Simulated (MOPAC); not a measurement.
Job for MOPAC: AM1 on C2H8OZn (a complex), monomers drawn apart or pushed together.

```
AM1 1SCF PRECISE CHARGE=0 THREADS=1
C2H8OZn

C     -0.06174966 1     2.08216548 1    -0.20756973 1
Zn    -0.00395106 1     0.05995802 1     0.10670318 1
C      0.09058461 1    -1.98210733 1    -0.02291947 1
H      0.79905814 1     2.57491311 1     0.23806959 1
H     -0.94628816 1     2.52896537 1     0.23991191 1
H     -0.06990047 1     2.35586169 1    -1.25860766 1
H     -0.70567375 1    -2.45556856 1     0.54698007 1
H      1.03006607 1    -2.35965231 1     0.37530943 1
H      0.01090111 1    -2.35319772 1    -1.04096704 1
O     -0.07605536 1     0.16998233 1     2.79618290 1
H     -0.11137481 1     0.96121399 1     3.33831780 1
H     -0.06577684 1    -0.59462550 1     3.37595764 1
```

Program output:

```
*******************************************************************************
 **                                                                           **
 **                              MOPAC v23.2.5                                **
 **                                                                           **
 *******************************************************************************
 ** MOPAC's Digital Object Identifier: https://doi.org/10.5281/zenodo.6511958 **
 **                                                                           **
 ** Please cite the open-source release paper for use of this MOPAC version:  **
 ** J. E. Moussa and J. J. P. Stewart (2026)                                  **
 ** MOPAC: An open-source semiempirical molecular orbital program             **
 ** J. Open Source Softw., 11(119), 8025, https://doi.org/10.21105/joss.08025 **
 *******************************************************************************

                              AM1 CALCULATION RESULTS

 *******************************************************************************
 *  AM1        - The AM1 Hamiltonian to be used
 *
 *
 *
 *                 CHARGE ON SYSTEM = 0
 *
 *
 *
 *  PRECISE    - TIGHTER CRITERIA TO BE USED
 *  1SCF       - DO 1 SCF AND THEN STOP
 *  THREADS=1  - MULTI-THREADING NOT USED
 *  T=         - A TIME OF 172800.0 SECONDS REQUESTED
 *  DUMP=N     - RESTART FILE WRITTEN EVERY 7200.0 SECONDS REQUESTED
 *******************************************************************************
AM1 1SCF PRECISE CHARGE=0 THREADS=1
 C2H8OZn

   ATOM   CHEMICAL          X               Y               Z
  NUMBER   SYMBOL      (ANGSTROMS)     (ANGSTROMS)     (ANGSTROMS)

     1       C         -0.06174966  *   2.08216548  *  -0.20756973  *
     2      Zn         -0.00395106  *   0.05995802  *   0.10670318  *
     3       C          0.09058461  *  -1.98210733  *  -0.02291947  *
     4       H          0.79905814  *   2.57491311  *   0.23806959  *
     5       H         -0.94628816  *   2.52896537  *   0.23991191  *
     6       H         -0.06990047  *   2.35586169  *  -1.25860766  *
     7       H         -0.70567375  *  -2.45556856  *   0.54698007  *
     8       H          1.03006607  *  -2.35965231  *   0.37530943  *
     9       H          0.01090111  *  -2.35319772  *  -1.04096704  *
    10       O         -0.07605536  *   0.16998233  *   2.79618290  *
    11       H         -0.11137481  *   0.96121399  *   3.33831780  *
    12       H         -0.06577684  *  -0.59462550  *   3.37595764  *



          CARTESIAN COORDINATES

    NO.       ATOM           X           Y           Z

     1         C         -0.0617      2.0822     -0.2076
     2        Zn         -0.0040      0.0600      0.1067
     3         C          0.0906     -1.9821     -0.0229
     4         H          0.7991      2.5749      0.2381
     5         H         -0.9463      2.5290      0.2399
     6         H         -0.0699      2.3559     -1.2586
     7         H         -0.7057     -2.4556      0.5470
     8         H          1.0301     -2.3597      0.3753
     9         H          0.0109     -2.3532     -1.0410
    10         O         -0.0761      0.1700      2.7962
    11         H         -0.1114      0.9612      3.3383
    12         H         -0.0658     -0.5946      3.3760

  H: (AM1): M.J.S. DEWAR ET AL, J. AM. CHEM. SOC. 107 3902-3909 (1985)
  C: (AM1): M.J.S. DEWAR ET AL, J. AM. CHEM. SOC. 107 3902-3909 (1985)
  O: (AM1): M.J.S. DEWAR ET AL, J. AM. CHEM. SOC. 107 3902-3909 (1985)
 Zn: (AM1): M.J.S. DEWAR, K.M. MERZ, ORGANOMETALLICS, 7, 522-524 (1988).

           Empirical Formula: C2 H8 O Zn  =    12 atoms



      MOLECULAR POINT GROUP   :   C1


      RHF CALCULATION, NO. OF DOUBLY OCCUPIED LEVELS = 12


 -------------------------------------------------------------------------------
 AM1 1SCF PRECISE CHARGE=0 THREADS=1
 C2H8OZn



     1SCF WAS SPECIFIED, SO BFGS WAS NOT USED
     SCF FIELD WAS ACHIEVED


                              AM1 CALCULATION
                                                       MOPAC v23.2.5 Linux




          FINAL HEAT OF FORMATION =        -22.05563 KCAL/MOL =     -92.28077 KJ/MOL


          COSMO AREA              =        131.33 SQUARE ANGSTROMS
          COSMO VOLUME            =        110.15 CUBIC ANGSTROMS

          IONIZATION POTENTIAL    =          9.499444 EV
          HOMO LUMO ENERGIES (EV) =         -9.499  1.445
          NO. OF FILLED LEVELS    =         12
          MOLECULAR WEIGHT        =        113.4646         POINT GROUP:  C1

          MOLECULAR DIMENSIONS (Angstroms)

            Atom       Atom       Distance
            H    12    H     6     5.49405
            H    11    H     9     5.14922
            H     8    H     5     1.87640


          SCF CALCULATIONS        =          1





   ATOM   CHEMICAL          X               Y               Z
  NUMBER   SYMBOL      (ANGSTROMS)     (ANGSTROMS)     (ANGSTROMS)

     1       C         -0.06174966  *   2.08216548  *  -0.20756973  *
     2      Zn         -0.00395106  *   0.05995802  *   0.10670318  *
     3       C          0.09058461  *  -1.98210733  *  -0.02291947  *
     4       H          0.79905814  *   2.57491311  *   0.23806959  *
     5       H         -0.94628816  *   2.52896537  *   0.23991191  *
     6       H         -0.06990047  *   2.35586169  *  -1.25860766  *
     7       H         -0.70567375  *  -2.45556856  *   0.54698007  *
     8       H          1.03006607  *  -2.35965231  *   0.37530943  *
     9       H          0.01090111  *  -2.35319772  *  -1.04096704  *
    10       O         -0.07605536  *   0.16998233  *   2.79618290  *
    11       H         -0.11137481  *   0.96121399  *   3.33831780  *
    12       H         -0.06577684  *  -0.59462550  *   3.37595764  *

                             CARTESIAN COORDINATES

   1    C       -0.061749660     2.082165480    -0.207569730
   2   Zn       -0.003951060     0.059958020     0.106703180
   3    C        0.090584610    -1.982107330    -0.022919470
   4    H        0.799058140     2.574913110     0.238069590
   5    H       -0.946288160     2.528965370     0.239911910
   6    H       -0.069900470     2.355861690    -1.258607660
   7    H       -0.705673750    -2.455568560     0.546980070
   8    H        1.030066070    -2.359652310     0.375309430
   9    H        0.010901110    -2.353197720    -1.040967040
  10    O       -0.076055360     0.169982330     2.796182900
  11    H       -0.111374810     0.961213990     3.338317800
  12    H       -0.065776840    -0.594625500     3.375957640


           Empirical Formula: C2 H8 O Zn  =    12 atoms



      MOLECULAR POINT GROUP   :   C1


                  EIGENVALUES
 -37.14867 -28.83187 -26.99273 -19.10172 -15.70418 -13.19312 -12.80243 -12.77286
 -12.44392 -12.43684 -10.74742  -9.49944   1.44518   2.92696   4.15455   5.03315
   5.45276   5.47099   5.71205   5.83135   5.97382   6.07967   6.14373   6.75678


              NET ATOMIC CHARGES AND DIPOLE CONTRIBUTIONS

  ATOM NO.   TYPE          CHARGE      No. of ELECS.   s-Pop       p-Pop
    1          C          -0.462835        4.4628     1.24614     3.21670
    2         Zn           0.488812        1.5112     0.85346     0.65773
    3          C          -0.463072        4.4631     1.24649     3.21658
    4          H           0.063822        0.9362     0.93618
    5          H           0.063622        0.9364     0.93638
    6          H           0.069383        0.9306     0.93062
    7          H           0.062984        0.9370     0.93702
    8          H           0.063948        0.9361     0.93605
    9          H           0.069341        0.9307     0.93066
   10          O          -0.405616        6.4056     1.82694     4.57867
   11          H           0.225055        0.7749     0.77494
   12          H           0.224555        0.7754     0.77544
 DIPOLE           X         Y         Z       TOTAL
 POINT-CHG.    -0.078     0.083     2.226     2.229
 HYBRID        -0.025     0.029     1.040     1.041
 SUM           -0.102     0.112     3.266     3.270


          ATOMIC ORBITAL ELECTRON POPULATIONS

     Atom    s        px        py        pz
    1  C   1.24614   0.99762   1.21450   1.00457
    2 Zn   0.85346   0.05733   0.50677   0.09363
    3  C   1.24649   0.99776   1.21725   1.00157
    4  H   0.93618
    5  H   0.93638
    6  H   0.93062
    7  H   0.93702
    8  H   0.93605
    9  H   0.93066
   10  O   1.82694   1.99567   1.19313   1.38987
   11  H   0.77494
   12  H   0.77544

 **********************
 *                    *
 * JOB ENDED NORMALLY *
 *                    *
 **********************




 == MOPAC DONE ==
```

The run finished.

Cost: very roughly 0.03 core-seconds.
